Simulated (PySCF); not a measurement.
## Finite-field polarisability of O (oxygen, neutral)

[He] 2s2 2p4, high-spin 3P determinant. All numbers are calculated (PySCF 2.14, scalar relativity by spin-free X2C-1e, in x2c-QZVPPall with one added diffuse shell each of s, p, d, f type (8s5p4d3f1g, 73 functions)). Frozen: 1s2. Energy changes in a uniform field (μhartree):

```json
{"axis": "x", "F (au)": "0.0066", "HF": "-98.841", "MP2": "-105.264", "CCSD": "-105.053", "CCSD(T)": "-106.255"}
{"axis": "x", "F (au)": "0.0132", "HF": "-395.498", "MP2": "-421.241", "CCSD": "-420.401", "CCSD(T)": "-425.221"}
{"axis": "y", "F (au)": "0.0062", "HF": "-98.705", "MP2": "-108.255", "CCSD": "-109.052", "CCSD(T)": "-110.957"}
{"axis": "y", "F (au)": "0.0124", "HF": "-395.262", "MP2": "-433.584", "CCSD": "-436.793", "CCSD(T)": "-444.452"}
```

By symmetry the remaining axis equals x.

(1) Derive α along x at CCSD(T) from the two fields.

(2) And the mean polarisability at each level?

## Answers

(1) With ΔE = −αF²/2 − γF⁴/24, α = −(16 ΔE(F) − ΔE(2F))/(6F²) = 4.878 bohr³.

(2) The components xx, yy, zz at CCSD(T) are 4.878, 5.770, 4.878, the third axis being equal by symmetry to one of the two computed. Means: HF 4.736, MP2 5.098, CCSD 5.106, CCSD(T) 5.175 bohr³. Reference: 5.3 ± 0.2 bohr³ (recommended; Schwerdtfeger and Nagle, table of static dipole polarizabilities (2023 update)).
